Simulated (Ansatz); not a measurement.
Stepwise reaction of `[F][InH][F]` with hydrogen, as a gas-phase model of exchange steps in deposition or etching. ΔE in kJ/mol; ΔG adds harmonic PBE0-D4 terms to CCSD(T)/CBS, at 1 bar.

Isolated molecules relaxed with PBE0-D4/def2-TZVP in Ansatz; ΔE leaves out vibrations. CCSD(T)/CBS is the MP2 limit (def2-TZVPP, def2-QZVPP) plus CCSD(T) − MP2 in def2-TZVPP, frozen cores. This one scheme is used for every species. Functionals use def2-TZVPP. B3LYP here is the variant with VWN-RPA as its local correlation; programs differ in this. Elements past krypton have def2 core potentials. For In outer-core shells are correlated without core-valence functions, which leaves a few kJ/mol of doubt a bond.

```
step                                reaction  PBE-D4  B3LYP-D4  ωB97M-V  CCSD(T)/CBS  ΔG(400 K)
   1  `[F][InH][F]` + H₂ → `[F][InH2]` + H–F    40.2      40.6     37.6         39.0       39.7
```

(1) Give the row of step 2, `[F][InH2]` + H₂ → `[InH3]` + H–F. (Best estimate.)

(2) By hand: ΔE of the 2 steps together at CCSD(T)/CBS.

Results:

(1) Computed: 
| step | reaction | PBE-D4 | B3LYP-D4 | ωB97M-V | CCSD(T)/CBS | ΔG(400 K) |
| --- | --- | --- | --- | --- | --- | --- |
| 2 | `[F][InH2]` + H₂ → `[InH3]` + H–F | 64.7 | 65.4 | 59.3 | 62.4 | 65.5 |

(2) (39.0) + (62.4) = 101.4 kJ/mol, or 50.7 kJ/mol a step.

In ΔE each step is higher than the one before. All are uphill at CCSD(T)/CBS. ΔG lies between 39.7 and 65.5 kJ/mol a step. PBE-D4 differs from CCSD(T)/CBS by 1.2 to 2.3 kJ/mol a step. Isolated molecules leave out the surface, adducts and barriers. Largest T1 diagnostic: 0.017.
